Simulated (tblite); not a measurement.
Species: CH₈OSi₂.
Cartesian coordinates in Å at the GFN2-xTB level; atoms count from 1:
```xyz
12
CH8OSi2 angstrom
C     -2.1447    0.5932    0.1338
O     -0.7805    0.4951    0.3956
Si     0.2226   -0.7362    0.0436
Si     2.2034    0.0688    0.8681
H     -2.4967    1.5551    0.5089
H     -2.6943   -0.2091    0.6324
H     -2.3389    0.5330   -0.9399
H      0.1745   -1.0156   -1.4038
H     -0.2884   -1.9797    0.6499
H      2.2158    0.3292    2.3113
H      3.2451   -0.9367    0.6305
H      2.6834    1.3023    0.2366
```

Computed with GFN2-xTB (tblite): harmonic, unscaled wavenumbers at the GFN2-xTB geometry, gas phase. This tight-binding method is rough: wavenumbers can miss measured ones by several per cent, in bad cases by 10 to 20. Modes of hydrogen on silicon can be 10 to 20 % off. One conformer, not necessarily the lowest.

Harmonic wavenumbers (cm⁻¹): 27.6, 94.0, 115.2, 116.1, 247.9, 395.4, 454.3, 485.8, 497.9, 610.6, 732.4, 761.9, 800.2, 809.3, 823.9, 872.5, 1129.7, 1134.7, 1152.0, 1419.8, 1486.9, 1491.6, 2119.0, 2167.3, 2225.2, 2226.4, 2232.4, 2948.0, 2960.8, 2990.3.

A = 11571, B = 2014, C = 1802 MHz; mass 92.011 u (most abundant isotopes); point group Cs, symmetry number 1.

Problem. What is the zero-point energy?

Solution. Half the sum of the wavenumbers: 17765 cm⁻¹ = 50.79 kcal/mol.

Problem. Give the ideal-gas entropy at 200 K and 1 bar in the rigid-rotor, harmonic-oscillator model (classical rotation).

Solution. Translation 37.51, rotation 25.25, vibration 15.66: S = 78.4 cal/(mol K).

Problem. And Cp and H(200 K) − H(0)?

Solution. Cp = 22.49 cal/(mol K), of which vibrations give 14.54 (their classical limit is 30 R = 59.6); H(200 K) − H(0) = 3.16 kcal/mol without the zero-point energy, 1.57 from vibrations.

Problem. Which modes carry the vibrational entropy at 200 K?

Solution. 27.6 cm⁻¹: 5.20; 94.0 cm⁻¹: 2.80; 115.2 cm⁻¹: 2.42; 116.1 cm⁻¹: 2.40; 247.9 cm⁻¹: 1.08; 395.4 cm⁻¹: 0.47 cal/(mol K); the other 24 give 1.29 together.

Problem. Blend soft modes into free rotors: weight 1/[1 + (100 cm⁻¹/ν̃)⁴] for the oscillator and the rest for a rotor with moment μB/(μ + B), μ = h/(8π²ν), B = 10⁻⁴⁴ kg m². What vibrational entropy results?

Solution. 14.00 cal/(mol K) in place of 15.66, which changes −T·S at 200 K by +0.33 kcal/mol.

Problem. How do the functions run with temperature in this model?

Solution. 
| T (K) | S (cal/(mol K)) | Cp (cal/(mol K)) | H − H(0) (kcal/mol) | G − H(0) (kcal/mol) | ln q(vib) |
| --- | --- | --- | --- | --- | --- |
| 50 | 55.4 | 12.7 | 0.51 | -2.26 | 0.74 |
| 100 | 65.4 | 16.1 | 1.23 | -5.30 | 1.87 |
| 298.15 | 88.6 | 28.9 | 5.68 | -20.74 | 5.82 |
| 373.15 | 95.6 | 33.1 | 8.01 | -27.65 | 7.21 |
| 500 | 106.1 | 39.0 | 12.60 | -40.45 | 9.47 |
| 750 | 123.6 | 47.5 | 23.48 | -69.25 | 13.59 |
| 1000 | 138.1 | 53.2 | 36.12 | -102.02 | 17.32 |

q(vib) and H(0) count from the zero-point level.

Hindered rotation and anharmonicity are outside this model. Other conformers, if any are populated, would add a mixing term that is left out.
